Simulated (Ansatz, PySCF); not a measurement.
Gas-phase reaction in SMILES: O=BF → [B]=O + F atom (the B-F bond at the site shown breaks; other sites are not compared here)
Structures are relaxed separately at B3LYP-D3(BJ)/def2-TZVP in Ansatz (an electronic-structure program).

Property: bond dissociation energy (0 K, with B3LYP-D3(BJ) harmonic zero-point energies from PySCF), in kJ/mol. Correlated levels leave the core frozen unless marked. UHF or UKS for open shells. No spin-orbit coupling. No relativistic terms. FCI takes restricted orbitals. CBS(X,Y): correlation extrapolated as X^-3; Hartree-Fock from the larger set.

| level | program | bond dissociation energy (kJ/mol) |
|---|---|---|
| HF/aug-cc-pVQZ | Ansatz | 494.6 |
| revPBE-D4/def2-TZVPD | Ansatz + dftd4 | 652.3 |
| r2SCAN/def2-TZVPD | Ansatz | 652.9 |
| B3LYP-D3(BJ)/def2-TZVPD | Ansatz + dftd3 | 662.8 |

### Question
Predict the CCSD(T)/CBS(aug-cc-pVTZ,aug-cc-pVQZ) result (Ansatz).

### Answer
668.3 kJ/mol
